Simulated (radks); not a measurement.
Hg LXX, configuration [Ne] 3s1 (the NIST ground configuration). Calculated with a radial shooting solver on a logarithmic mesh with Libxc functionals: non-relativistic Kohn-Sham, LB94 model potential, spin-polarised, spherical densities, point nucleus; open shells are filled with parallel spins first (spin-orbit coupling, left out, can overturn this in heavy ions); relativity is left out, which matters for an element this heavy.

Unscreened Slater integrals over Kohn-Sham orbitals (hartree). They are taken over the spin-up orbitals.

F0(3s,3s): 4.9296
F0(3s,2p): 6.4481
G1(3s,2p): 0.68954
F0(3s,2s): 6.2694
G0(3s,2s): 0.54439
F0(3s,1s): 7.3719
G0(3s,1s): 0.40079
F0(2p,2p): 13.749
F2(2p,2p): 6.6104
F0(2p,2s): 12.365
G1(2p,2s): 6.8408
F0(2p,1s): 18.507
G1(2p,1s): 3.6676
F0(2s,2s): 11.517
F0(2s,1s): 16.091
G0(2s,1s): 1.6149
F0(1s,1s): 49.650
